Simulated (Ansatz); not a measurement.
`[CH3][Ta]([NH2])(=[O])[F]` + H₂O → `[NH2][Ta](=[O])([OH])[F]` + CH₄  (formal hydrolysis of a Ta–C bond)

Program: Ansatz. Geometries: PBE0-D4/def2-TZVP. ΔE: electronic, gas phase. CCSD(T)/CBS adds triple-zeta CCSD(T) − MP2 to the extrapolated MP2 energy (def2 sets, frozen cores). This one scheme is used for every species. Functionals use def2-TZVPP. Elements past krypton have def2 core potentials. For Ta outer-core shells are correlated without core-valence functions, which leaves a few kJ/mol of doubt a bond. One conformer a species, not always the lowest.

| level | ΔE (kJ/mol) |
| --- | --- |
| r2SCANh | -158.8 |
| CCSD/CBS(def2) | -148.7 |

Q: What does CCSD(T)/CBS give? (Best estimate.)

A: Computed: -147.3 kJ/mol. The listed levels differ from it by -11.5, -1.4 kJ/mol.

Largest T1 diagnostic among the species: 0.020.

At CCSD(T), def2-SVP lies −20.6 kJ/mol from the extrapolated value and def2-TZVPP −3.1 kJ/mol. Leaving LDA and LC-ωPBE aside and taking each functional with its dispersion term where it has one, the values, not all of them listed here, spread over 13.1 kJ/mol, from CAM-B3LYP-D4 to HSE06-D4. In def2-TZVPP, CCSD(T) changes the Hartree–Fock value by +17.9 kJ/mol (the triples alone add +1.3 kJ/mol) and MP2 by +16.9 kJ/mol.
